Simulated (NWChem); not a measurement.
The standard entropy of SnNH4F (SMILES [NH2][SnH2][F]) from a frequency calculation

A singlet with charge 0, relaxed at PBE-D3(BJ)/def2-SVP (core potential) (NWChem 7.3.0):

```xyz
7

N    -1.0173   -1.5531   -0.0003
Sn    0.2776    0.0245    0.0001
F    -0.8731    1.6176   -0.0011
H    -0.9559   -2.1498   -0.8324
H    -0.9631   -2.1447    0.8360
H     1.1515    0.1314   -1.4838
H     1.1507    0.1346    1.4843
```

Harmonic wavenumbers in cm⁻¹: 106, 177, 354, 370, 534, 588, 600, 628, 637, 823, 1475, 1852, 1877, 3452, 3559.

Masses in u: N 14.007, Sn 118.71, F 18.998, H 1.008. Take T = 298.15 K, p = 1 bar, R = 8.3145 J/(mol K), kT/hc = 207.22 cm⁻¹, rigid rotor and harmonic oscillator.

Task: Compute the standard molar entropy.

Result: 
1. Translation (Sackur–Tetrode): S = R[3/2 ln M + 5/2 ln T − 1.1517] with M = 155.747 gives 171.8 J/(mol K).
2. Rotation: principal moments 48.452, 98.353, 135.119 u Å² give A, B, C = 0.3479, 0.1714, 0.1248 cm⁻¹; the symmetry number is σ = 1; q = (√π/σ)√((kT/hc)³/ABC) = 61289; S = R(ln q + 3/2) = 104.1.
3. Vibration: with u = ν̃/207.22, each mode gives R[u/(eᵘ − 1) − ln(1 − e⁻ᵘ)]; the sum is 43.6, most from 106 cm⁻¹ (14.0), 177 cm⁻¹ (9.9), 354 cm⁻¹ (4.8).
4. Spin: R ln 1 = 0.0.
5. Sum: 171.8 + 104.1 + 43.6 + 0.0 = 319.5 J/(mol K).

No measured value is set beside it here. Where a soft mode is a torsion, a harmonic oscillator describes it poorly. One conformer is counted; others would raise S.
